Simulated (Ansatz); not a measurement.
`C#[C][InH][Cl]` + `N=C=O` → `O=C=[N][InH][Cl]` + `C#C` at 500 K and 1 bar (ligand exchange at the In–C bond).

Program: Ansatz. Geometries: PBE0-D4/def2-TZVP. ΔE: electronic, gas phase. CBS: MP2 limit from def2 TZ/QZ plus the TZ coupled-cluster correction, frozen cores. This one scheme is used for every species. Elements past krypton have def2 core potentials. For In outer-core shells are correlated without core-valence functions, which leaves a few kJ/mol of doubt a bond. Each species was taken in one conformer, which may not be the lowest.

```tsv
species	CCSD(T)/CBS energy (Eh)	H − E (kJ/mol)	S (J/(mol·K))
`C#[C][InH][Cl]`	-726.87417	104.2	388.4
`N=C=O`	-168.51995	77.7	264.2
`O=C=[N][InH][Cl]`	-818.18295	92.9	413.7
`C#C`	-77.22717	90.7	225.3
```

H − E and S are ideal-gas, rigid-rotor, harmonic terms from PBE0-D4/def2-TZVP, for one conformer and one mirror image of each species. 1 Eh = 2625.50 kJ/mol, R = 8.31446 J/(mol·K).

Q: By hand: ΔE, ΔH, ΔS and ΔG.

A: ΔE = (-818.18295) + (-77.22717) − (-726.87417) − (-168.51995) = -0.01600 Eh = -42.0 kJ/mol. Δ(H − E) = 92.9 + 90.7 − 104.2 − 77.7 = 1.7, so ΔH = -40.3 kJ/mol. ΔS = 413.7 + 225.3 − 388.4 − 264.2 = -13.6 J/(mol·K). ΔG = -40.3 − 500 × (-13.6)/1000 = -33.5 kJ/mol.

Q: By hand: the equilibrium constant, and the temperature at which ΔG would vanish if ΔH and ΔS stayed fixed.

A: log₁₀ K = −ΔG/(RT ln 10) = 3.5. ΔG = 0 at ΔH/ΔS = 2963 K, far beyond where these terms or the molecules hold.

The number of gas molecules stays the same, so ΔS is small and ΔH decides. A doubt of 5 kJ/mol in ΔE shifts log₁₀ K by 0.5 here. Other conformers and mirror images would add mixing entropy, several J/(mol·K) or more a flexible species. Modes under 60 cm⁻¹, often nearly free rotors, make the harmonic entropy too high. These are equilibria of isolated gas molecules and say nothing of rates. Largest T1 diagnostic: 0.018 (customary marks: 0.02 for closed shells, 0.045 for open ones).
